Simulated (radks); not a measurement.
Spherical quantum dot in the effective-mass picture: electrons in a parabolic well V = omega^2 r^2 / 2 with omega = 0.635, all in effective atomic units (hartree* = m*/eps^2 hartree, bohr* = eps/m* bohr), one dielectric constant everywhere. Calculated with a radial shooting solver with Libxc functionals: non-relativistic Kohn-Sham, exchange-only LDA, spin-polarised, spherical densities. Levels are named by radial order and angular momentum (1s, 1p, 1d, 2s, ...), and open shells are averaged over m. Results are scaled to m* = 0.061 and eps = 9.3, for which hartree* = 19.19 meV and bohr* = 8.068 nm.

N = 14, configuration 1s2 1p6 1d(up 5, down 1). This is the lowest configuration that the search found. Occupied and some empty levels:

| level | occupation | eigenvalue (meV) | <r> (nm) |
|---|---|---|---|
| 1s up | 1 | 114.96 | 16.89 |
| 1s down | 1 | 115.96 | 16.37 |
| 1p up | 3 | 120.62 | 20.86 |
| 1p down | 3 | 121.96 | 20.67 |
| 1d up | 5 | 127.18 | 23.66 |
| 1d down | 1 | 128.64 | 23.65 |
| 2s up | 0 | 128.98 | 20.32 |
| 2s down | 0 | 129.89 | 20.57 |
| 1f up | 0 | 134.51 | 25.91 |
| 1f down | 0 | 135.97 | 26.00 |
| 2p up | 0 | 137.12 | 23.07 |
| 2p down | 0 | 138.07 | 23.15 |

Energy (meV): total 1112.96, kinetic 138.03, external 417.00, Hartree 636.39, exchange-correlation -78.462.

Electron density:

| r (nm) | n(r) (e/nm^3) |
|---|---|
| 0.896 | 0.0001004 |
| 3.15 | 0.0001068 |
| 5.39 | 0.0001195 |
| 7.65 | 0.0001370 |
| 9.89 | 0.0001564 |
| 12.1 | 0.0001739 |
| 14.4 | 0.0001849 |
| 16.6 | 0.0001856 |
| 18.9 | 0.0001737 |
| 21.1 | 0.0001500 |
| 23.4 | 0.0001183 |
| 25.6 | 0.00008453 |
| 27.9 | 0.00005438 |
| 30.1 | 0.00003121 |
| 32.4 | 0.00001595 |
| 34.6 | 7.240e-06 |
| 36.9 | 2.919e-06 |
| 39.1 | 1.045e-06 |
| 41.4 | 3.327e-07 |
| 43.6 | 9.421e-08 |
